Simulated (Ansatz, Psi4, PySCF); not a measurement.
C₃H₇O (SMILES C[CH-]OC), charge -1, singlet, geometry from GFN2-xTB (in this run its highest filled SCF level lies above zero, so its values depend strongly on the basis, on diffuse functions most of all). Base run: B3LYP/cc-pVDZ run with PySCF.

PySCF was given this input:
```python
from pyscf import gto, scf, dft

mol = gto.Mole()
mol.atom = '''
    O     0.275249   -0.584207   -0.623035
    C     0.094019    0.903338   -0.294032
    C     1.024605   -1.203596    0.342290
    C    -1.279346    1.022850    0.395882
    H    -0.065096    1.311894   -1.335595
    H     1.248775   -2.231603    0.010340
    H     1.982234   -0.682047    0.532920
    H     0.501825   -1.276230    1.317668
    H    -2.141258    0.558954   -0.131568
    H    -1.248100    0.571009    1.396632
    H    -1.516041    2.086133    0.529044
'''
mol.basis = 'cc-pvdz'
mol.charge = -1
mol.spin = 0
mol.verbose = 3
mol.build()

mf = dft.RKS(mol)
mf.xc = 'b3lyp'
mf.kernel()
```

The same geometry, method and basis name were run in Ansatz (a program for electronic structure) and Psi4 and PySCF, at each program's defaults and at the settings that a row names. The base is PySCF at its defaults. Differences at the defaults can come from grids, fitting, cores and function types together.

```
code and settings                                                                             ΔE vs base (mEh)  basis functions      E (Eh)  SCF cycles
--------------------------------------------------------------------------------------------  ----------------  ---------------  ----------  ----------
PySCF, defaults (exact integrals, its default grid, spherical functions)                                 0.000               91  -193.65910          11
Psi4, defaults (density fitting with its default set, its default grid, spherical functions)               ___               91         ___          10
Ansatz, defaults (factorised integrals, its default grid, spherical functions)                           0.015               91  -193.65908           -
PySCF, density fitting with def2-universal-jkfit                                                        -0.072               91  -193.65917          11
PySCF, fine grid                                                                                         0.004               91  -193.65909          11
Psi4, exact integrals, spherical functions, fine grid                                                    0.004               91  -193.65909          13
Ansatz, high accuracy                                                                                    0.004               91  -193.65909           -
```

### Question
Fill in the missing entries.

### Answer

- Psi4, defaults (density fitting with its default set, its default grid, spherical functions), ΔE vs base (mEh): -0.111
- Psi4, defaults (density fitting with its default set, its default grid, spherical functions), E (Eh): -193.65921
